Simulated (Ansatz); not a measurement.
`C#[C][SnH2][F]` + CH₄ → `C#[C][SnH2][CH3]` + H–F  (formal exchange of groups at the Sn–F bond)

Isolated molecules relaxed with PBE0-D4/def2-TZVP in Ansatz; ΔE leaves out vibrations. CBS: MP2 limit from def2 TZ/QZ plus the TZ coupled-cluster correction, frozen cores. This one scheme is used for every species. Functionals use def2-TZVPP. B3LYP here is the variant with VWN-RPA as its local correlation; programs differ in this. def2 core potentials past Kr. For Sn outer-core shells are correlated without core-valence functions, which leaves a few kJ/mol of doubt a bond.

`C#[C][SnH2][F]`:

```xyz
7

C    -1.733    1.044    0.707
C    -0.742    0.475    0.322
Sn    0.988   -0.466   -0.313
F     0.390   -1.957   -1.364
H    -2.616    1.541    1.042
H     1.873    0.510   -1.381
H     1.841   -1.146    0.986
```

CH₄:

Z-matrix (Å, degrees):
```
C
H 1 1.090
H 1 1.090 2 109.5
H 1 1.090 2 109.5 3 -120.0
H 1 1.090 2 109.5 3 120.0
```

`C#[C][SnH2][CH3]`:

Cartesian coordinates in Å:
```
C 0.577 -0.275 2.740
C 0.073 0.032 1.687
Sn -0.770 0.543 -0.154
C 0.403 -0.373 -1.682
H 1.019 -0.544 3.672
H -2.376 -0.031 -0.160
H -0.749 2.244 -0.274
H 1.429 -0.010 -1.619
H -0.003 -0.132 -2.664
H 0.398 -1.454 -1.546
```

H–F:

Cartesian coordinates in Å:
```
F 0.011 -0.338 -0.312
H -0.011 0.338 0.312
```

CCSD(T)/CBS gives +68.4 kJ/mol.

(1) Another level gave +70.6 kJ/mol. Which?
A. B2PLYP/def2-TZVPP
B. B3LYP/def2-TZVPP
C. BLYP/def2-TZVPP
D. SCS-MP2/def2-TZVPP

Largest T1 diagnostic among the species: 0.014.

Results:

(1) D. SCS-MP2/def2-TZVPP 70.6, B3LYP 88.7, BLYP 94.3, B2PLYP 81.7 kJ/mol.

Leaving LDA and LC-ωPBE aside and taking each functional with its dispersion term where it has one, the values, not all of them listed here, spread over 26.6 kJ/mol, from PBE-QIDH to B97M-V. LDA lies −13.5 kJ/mol from PBE without D4. At CCSD(T), def2-SVP lies +15.9 kJ/mol from the extrapolated value and def2-TZVPP −2.8 kJ/mol.
